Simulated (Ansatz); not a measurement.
CdF₂⁺. Charge 1, multiplicity 4. Geometry PBE-D4/def2-TZVP; atoms count from 1.

```tsv
atom	x (Å)	y (Å)	z (Å)
Cd1	0.003	-0.002	0.005
F2	-2.161	-1.299	1.082
F3	2.157	1.301	-1.087
```

In the def2 sets Cd takes a core potential; there is no spin–orbit coupling. In the quartet geometry the species has come apart into loosely held pieces. At PBE0-D4/def2-TZVP a doublet of charge 1 lies 2.57 eV below the quartet, each at its own geometry. The structure comes from a short search, and lower isomers may exist.

**Question.** Estimate the Mulliken populations from the PBE0/def2-TZVP orbitals of Ansatz.

**Answer.** 
```tsv
atom	charge (e)	spin (α − β)	d electrons
Cd1	0.90	0.97	10.01
F2	0.05	1.02	–
F3	0.05	1.02	–
```
Mulliken values depend strongly on the basis.

**Question.** Where does the spin sit?

**Answer.** Summed by element: Cd 0.97, F 2.03, of 3 unpaired in all. Largest on single atoms: F2 1.02, F3 1.02, Cd1 0.97.
